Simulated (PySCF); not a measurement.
This PySCF input asks for the NMR shieldings of SMILES C=C(C)[Si@H](Cl)CCCCl, C$_{6}$H$_{12}$Cl$_{2}$Si; the geometry comes from GFN2-xTB.

```python
import basis_set_exchange as bse
import numpy as np
from pyscf import gto, dft
from pyscf.prop import nmr

atoms = """
C    -2.281680    0.999818    0.981389
C    -2.165556    0.059951    0.051826
C    -3.377333   -0.552840   -0.583977
Si   -0.497567   -0.595630   -0.552376
Cl   -0.410381   -2.590242   -0.167856
C     0.970378    0.236349    0.325802
C     2.314760   -0.322739   -0.130696
C     3.489358    0.373965    0.536233
Cl    3.590009    2.084708    0.031707
H    -3.245185    1.356293    1.313617
H    -1.425181    1.455261    1.447908
H    -3.343912   -0.414306   -1.663454
H    -4.293357   -0.109819   -0.199526
H    -3.397338   -1.624503   -0.391984
H    -0.385841   -0.436945   -2.007419
H     0.954312    1.308631    0.131257
H     0.887487    0.111012    1.407387
H     2.408640   -0.224812   -1.213614
H     2.376353   -1.385347    0.115785
H     4.436245   -0.087018    0.255368
H     3.386869    0.375156    1.621557
"""
names = dict.fromkeys(["C", "Si", "Cl", "H"], "pcSseg-1")
basis = {el: gto.basis.parse(bse.get_basis(n, elements=[el], fmt="nwchem")) for el, n in names.items()}
mol = gto.M(atom=atoms, basis=basis, charge=0, verbose=0)
mf = dft.RKS(mol, xc="PBE0")
mf.grids.level = 2
mf.grids.alignment = dft.numint.BLKSIZE   # the property module wants whole blocks of grid points
mf.conv_tol = 1e-9
mf.kernel()

calc = nmr.RKS(mf)   # GIAO
C = mf.mo_coeff
Co = C[:, mf.mo_occ > 0]
resp = mf.gen_response(singlet=True, hermi=2)
def vind(x):   # induced exchange potential for any number of trial vectors
    d = np.einsum("pi,xij,qj->xpq", C, 2 * x.reshape(-1, C.shape[1], Co.shape[1]), Co, optimize=True)
    return np.einsum("xpq,pi,qj->xij", resp(d - d.transpose(0, 2, 1)), C, Co, optimize=True).ravel()
mo1, _ = nmr.rhf.solve_mo1(calc, with_cphf=vind)
sigma = calc.kernel(mo1)
for i, s in enumerate(sigma):   # ppm
    print("%2d %-2s %9.2f" % (i, mol.atom_pure_symbol(i), np.trace(s) / 3))
```

Task: What are the results?

Result: 
```
 0 C      52.22
 1 C      33.73
 2 C     160.63
 3 Si    346.85
 4 Cl    983.54
 5 C     171.06
 6 C     156.24
 7 C     131.99
 8 Cl    876.46
 9 H      25.63
10 H      26.14
11 H      29.72
12 H      29.79
13 H      29.32
14 H      26.51
15 H      30.08
16 H      31.18
17 H      30.17
18 H      29.70
19 H      27.70
20 H      28.31
```

These numbers come from an equivalent density-fitted implementation of the same equations, which agrees with the script to about 0.01 ppm for H and up to a few tenths of a ppm for heavy atoms, so last digits may differ.

Task: Turn these shieldings into chemical shifts. δ = σ(ref) − σ, references computed at the same level: ¹³C (σref 186.93), ²⁹Si (σref 349.16), ¹H (σref 31.72) against TMS; ³⁵Cl (σref 949.78) vs HCl.

Result: Averaging equivalent atoms: C 1: 153.2; C 0: 134.7; C 7: 54.9; C 6: 30.7; C 2: 26.3; C 5: 15.9; Si 3: 2.3; Cl 8: 73; Cl 4: -34; H 9: 6.09; H 10: 5.58; H 14: 5.21; H 19: 4.02; H 20: 3.40; H 11/12/13: 2.11; H 18: 2.02; H 15: 1.64; H 17: 1.54; H 16: 0.54 ppm. 

Size and cost of the density-fitted run: 234 basis functions, 3.2 min wall time on 1 thread of an Intel Xeon, shared host; peak memory 1.1 GiB.
